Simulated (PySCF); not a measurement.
C₂H₅BFN (SMILES C=CB(N)F), singlet, at a GFN2-xTB geometry; PySCF with CASSCF(6,4)/6-31G.

PySCF was given this input:
```python
from pyscf import gto, scf, mcscf
import numpy

mol = gto.Mole()
mol.atom = '''
    B    -0.366445    0.179414    0.311347
    F    -1.660790    0.115598    0.667073
    C     0.144111   -0.761057   -0.829092
    C     1.380727   -0.806386   -1.309860
    H    -0.588153   -1.433732   -1.261067
    H     1.672492   -1.479527   -2.101092
    H     2.163876   -0.167478   -0.932569
    N     0.419601    1.091391    1.001297
    H     0.047061    1.676492    1.729174
    H     1.397821    1.231708    0.829797
'''
mol.basis = '6-31g'
mol.charge = 0
mol.spin = 0
mol.verbose = 4
mol.build()

mf = scf.RHF(mol)
mf.kernel()
mc = mcscf.CASSCF(mf, 4, 6)
mc.fix_spin_(ss=0.0)
mc.kernel()
occ = numpy.linalg.eigvalsh(mc.fcisolver.make_rdm1(mc.ci, mc.ncas, mc.nelecas))[::-1]
ss = mc.fcisolver.spin_square(mc.ci, mc.ncas, mc.nelecas)[0]
print('natural occupations', occ.round(4), ' <S^2>', round(ss, 4))
```

It wrote (shortened):

```
PySCF version 2.14.0

[INPUT] verbose = 4
[INPUT] num. atoms = 10
[INPUT] num. electrons = 38
[INPUT] charge = 0
[INPUT] spin (= nelec alpha-beta = 2S) = 0
[INPUT] symmetry False subgroup None
[INPUT] Mole.unit = angstrom
[INPUT] Symbol           X                Y                Z      unit          X                Y                Z       unit  Magmom
[...]
nuclear repulsion = 152.948475945201
number of shells = 35
number of NR pGTOs = 130
number of NR cGTOs = 55
basis = 6-31g
ecp = {}

******** <class 'pyscf.scf.hf.RHF'> ********
method = RHF
initial guess = minao
damping factor = 0
level_shift factor = 0
DIIS = <class 'pyscf.scf.diis.CDIIS'>
diis_start_cycle = 1
diis_space = 8
diis_damp = 0
SCF conv_tol = 1e-09
SCF conv_tol_grad = None
SCF max_cycles = 50
direct_scf = True
direct_scf_tol = 1e-13
Set gradient conv threshold to 3.16228e-05
Initial guess from minao.
init E= -258.045681744017
[...]
cycle= 1 E= -257.169194947777  delta_E= 0.876  |g|= 0.494  |ddm|= 2.77
[...]
cycle= 2 E= -257.22504835078  delta_E= -0.0559  |g|= 0.257  |ddm|= 0.652
[...]
cycle= 3 E= -257.235931711397  delta_E= -0.0109  |g|= 0.0495  |ddm|= 0.22
[...]
cycle= 4 E= -257.236726596944  delta_E= -0.000795  |g|= 0.00703  |ddm|= 0.0748
[...]
cycle= 5 E= -257.236743872688  delta_E= -1.73e-05  |g|= 0.00288  |ddm|= 0.0121
[...]
cycle= 6 E= -257.23674656715  delta_E= -2.69e-06  |g|= 0.000519  |ddm|= 0.00467
[...]
cycle= 7 E= -257.236746737397  delta_E= -1.7e-07  |g|= 0.000149  |ddm|= 0.00129
[...]
cycle= 8 E= -257.236746750806  delta_E= -1.34e-08  |g|= 3.69e-05  |ddm|= 0.000368
[...]
cycle= 9 E= -257.236746751834  delta_E= -1.03e-09  |g|= 1.78e-05  |ddm|= 8.39e-05
[...]
cycle= 10 E= -257.236746751993  delta_E= -1.59e-10  |g|= 5.51e-06  |ddm|= 3.7e-05
[...]
Extra cycle  E= -257.236746752015  delta_E= -2.13e-11  |g|= 3.54e-06  |ddm|= 1.03e-05
converged SCF energy = -257.236746752015

******** <class 'pyscf.mcscf.mc1step.CASSCF'> ********
CAS (3e+3e, 4o), ncore = 16, nvir = 35
max_cycle_macro = 50
max_cycle_micro = 4
conv_tol = 1e-07
conv_tol_grad = None
orbital rotation max_stepsize = 0.02
orbital rotation threshold for CI restart = 0.01
augmented hessian ah_max_cycle = 30
augmented hessian ah_conv_tol = 1e-12
augmented hessian ah_linear dependence = 1e-14
augmented hessian ah_level shift = 1e-08
augmented hessian ah_start_tol = 2.5
augmented hessian ah_start_cycle = 3
augmented hessian ah_grad_trust_region = 3
kf_trust_region = 3
kf_interval = 4
ci_response_space = 4
ci_grad_trust_region = 3
with_dep4 0
natorb = False
canonicalization = True
sorting_mo_energy = False
ao2mo_level = 2
internal_rotation = False
******** <class 'pyscf.fci.addons.SpinPenaltyFCISolver'> ********
max. cycles = 50
conv_tol = 1e-08
davidson only = True
linear dependence = 1e-12
level shift = 0.001
max iter space = 12
nroots = 1
pspace_size = 400
spin = None
CASCI E = -257.249930024301  S^2 = 0.0000000
Set conv_tol_grad to 0.000316228
macro iter   1 ( 21 JK    4 micro), CASSCF E = -257.265167537666  dE = -1.52375134e-02  S^2 = 0.0000000
               |grad[o]|=0.0261  |grad[c]|=0.0162  |ddm|=0.0704  |maxRot[o]|=0.311
macro iter   2 ( 21 JK    4 micro), CASSCF E = -257.266205298170  dE = -1.03776050e-03  S^2 = 0.0000000
               |grad[o]|=0.0163  |grad[c]|=0.0215  |ddm|=0.0068  |maxRot[o]|=0.261
macro iter   3 ( 21 JK    4 micro), CASSCF E = -257.266361410132  dE = -1.56111962e-04  S^2 = 0.0000000
               |grad[o]|=0.00742  |grad[c]|=0.00836  |ddm|=0.00089  |maxRot[o]|=0.215
macro iter   4 ( 21 JK    4 micro), CASSCF E = -257.266391294822  dE = -2.98846899e-05  S^2 = 0.0000000
               |grad[o]|=0.00489  |grad[c]|=0.000661  |ddm|=0.000512  |maxRot[o]|=0.128
macro iter   5 ( 21 JK    4 micro), CASSCF E = -257.266427248297  dE = -3.59534753e-05  S^2 = 0.0000000
               |grad[o]|=0.00407  |grad[c]|=0.000922  |ddm|=0.000297  |maxRot[o]|=0.152
macro iter   6 ( 21 JK    4 micro), CASSCF E = -257.266540922567  dE = -1.13674270e-04  S^2 = 0.0000000
[...]
macro iter  32 (  7 JK    2 micro), CASSCF E = -257.266743314346  dE = -4.46946884e-05  S^2 = 0.0000000
               |grad[o]|=0.00127  |grad[c]|=0.00114  |ddm|=0.000238  |maxRot[o]|=0.0665
macro iter  33 (  7 JK    2 micro), CASSCF E = -257.266795684971  dE = -5.23706249e-05  S^2 = 0.0000000
               |grad[o]|=0.00125  |grad[c]|=0.0017  |ddm|=0.000221  |maxRot[o]|=0.0682
macro iter  34 (  7 JK    2 micro), CASSCF E = -257.266854931128  dE = -5.92461573e-05  S^2 = 0.0000000
               |grad[o]|=0.00124  |grad[c]|=0.00227  |ddm|=0.000195  |maxRot[o]|=0.069
macro iter  35 (  7 JK    2 micro), CASSCF E = -257.266920059994  dE = -6.51288665e-05  S^2 = 0.0000000
               |grad[o]|=0.00122  |grad[c]|=0.00279  |ddm|=0.000167  |maxRot[o]|=0.0695
macro iter  36 (  7 JK    2 micro), CASSCF E = -257.266989921012  dE = -6.98610174e-05  S^2 = 0.0000000
               |grad[o]|=0.00119  |grad[c]|=0.0032  |ddm|=0.000124  |maxRot[o]|=0.0697
macro iter  37 (  7 JK    2 micro), CASSCF E = -257.267062995422  dE = -7.30744100e-05  S^2 = 0.0000000
               |grad[o]|=0.00114  |grad[c]|=0.00348  |ddm|=0.000125  |maxRot[o]|=0.0698
macro iter  38 (  7 JK    2 micro), CASSCF E = -257.267137390267  dE = -7.43948449e-05  S^2 = 0.0000000
               |grad[o]|=0.00108  |grad[c]|=0.0036  |ddm|=0.00016  |maxRot[o]|=0.0699
macro iter  39 (  7 JK    2 micro), CASSCF E = -257.267210751606  dE = -7.33613394e-05  S^2 = 0.0000000
               |grad[o]|=0.001  |grad[c]|=0.00355  |ddm|=0.000218  |maxRot[o]|=0.0699
macro iter  40 (  7 JK    2 micro), CASSCF E = -257.267280332936  dE = -6.95813304e-05  S^2 = 0.0000000
               |grad[o]|=0.000905  |grad[c]|=0.00337  |ddm|=0.000293  |maxRot[o]|=0.0699
macro iter  41 (  7 JK    2 micro), CASSCF E = -257.267344186100  dE = -6.38531633e-05  S^2 = 0.0000000
               |grad[o]|=0.000792  |grad[c]|=0.0033  |ddm|=0.00041  |maxRot[o]|=0.0699
macro iter  42 (  7 JK    2 micro), CASSCF E = -257.267389695106  dE = -4.55090060e-05  S^2 = 0.0000000
               |grad[o]|=0.00068  |grad[c]|=0.00332  |ddm|=0.000741  |maxRot[o]|=0.0676
macro iter  43 (  7 JK    2 micro), CASSCF E = -257.267417166025  dE = -2.74709198e-05  S^2 = 0.0000000
               |grad[o]|=0.000597  |grad[c]|=0.00157  |ddm|=0.000888  |maxRot[o]|=0.0699
macro iter  44 (  7 JK    2 micro), CASSCF E = -257.267453638767  dE = -3.64727410e-05  S^2 = 0.0000000
               |grad[o]|=0.000604  |grad[c]|=0.00123  |ddm|=0.000969  |maxRot[o]|=0.0699
macro iter  45 (  7 JK    2 micro), CASSCF E = -257.267498666243  dE = -4.50274763e-05  S^2 = 0.0000000
               |grad[o]|=0.000632  |grad[c]|=0.0011  |ddm|=0.00101  |maxRot[o]|=0.0698
macro iter  46 (  7 JK    2 micro), CASSCF E = -257.267550249245  dE = -5.15830018e-05  S^2 = 0.0000000
               |grad[o]|=0.000653  |grad[c]|=0.000729  |ddm|=0.00103  |maxRot[o]|=0.0698
macro iter  47 (  7 JK    2 micro), CASSCF E = -257.267604893789  dE = -5.46445445e-05  S^2 = 0.0000000
               |grad[o]|=0.000664  |grad[c]|=0.000778  |ddm|=0.00102  |maxRot[o]|=0.0698
macro iter  48 (  7 JK    2 micro), CASSCF E = -257.267658074703  dE = -5.31809141e-05  S^2 = 0.0000000
               |grad[o]|=0.000657  |grad[c]|=0.00111  |ddm|=0.000954  |maxRot[o]|=0.0698
macro iter  49 (  7 JK    2 micro), CASSCF E = -257.267705491921  dE = -4.74172178e-05  S^2 = 0.0000000
               |grad[o]|=0.000629  |grad[c]|=0.00179  |ddm|=0.000835  |maxRot[o]|=0.0698
macro iter  50 (  7 JK    2 micro), CASSCF E = -257.267744108383  dE = -3.86164621e-05  S^2 = 0.0000000
               |grad[o]|=0.000568  |grad[c]|=0.00275  |ddm|=0.000679  |maxRot[o]|=0.0699
1-step CASSCF not converged,  50 macro (752 JK 158 micro) steps
CASSCF canonicalization
Density matrix diagonal elements [1.99852463 1.99091059 1.91712405 0.09344073]
CASSCF energy = -257.267744108383
CASCI E = -257.267744108383  E(CI) = -9.77827442412024  S^2 = 0.0000000
natural occupations [1.9996 1.9985 1.9086 0.0933]  <S^2> 0.0
```

Convergence was not reached.
